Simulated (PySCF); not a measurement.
**How methods differ on the ionisation energy of Nd⁴⁴⁺**

Nd⁴⁴⁺ [Ne] 3s2 3p4 (3P) → Nd⁴⁵⁺ [Ne] 3s2 3p3 (4S), as a difference of total energies. All numbers are calculated (PySCF 2.14, the spin-free X2C one-electron Hamiltonian (Gaussian nucleus), in an even-tempered Gaussian basis (18 s from 8.4 bohr⁻², ratio 2.5; 12 p from 11 bohr⁻², ratio 2.5; 4 d from 48 bohr⁻², ratio 2.7; 4 f from 71 bohr⁻², ratio 2.7)). Correlated levels: outer shells: 1s2 frozen; virtual orbitals above 40 to 60 times the deepest correlated orbital energy dropped. The calculations carry no spin-orbit coupling.

```tsv
method	ionisation energy (eV)
UHF	3595.9
LDA	3598.6
PBE	3599.5
PBE0	3599.1
r2SCAN	3598.8
PW91	3600.3
M06	3598.5
MP2 (outer shells)	3597.0
SCS-MP2 (outer shells)	3597.0
```

Spin-orbit coupling is strong in these open shells (close to jj coupling). The scalar numbers leave it out and a first-order estimate fails, so it can dominate the gap to the real levels.

The ground level that NIST lists for one species does not belong to the high-spin term computed here, so part of any gap is the choice of state.

Breit and QED terms and the two-electron picture change are absent.

For comparison: 3567 ± 4 eV (theoretical estimate listed by NIST; NIST Atomic Spectra Database, ionization energies).
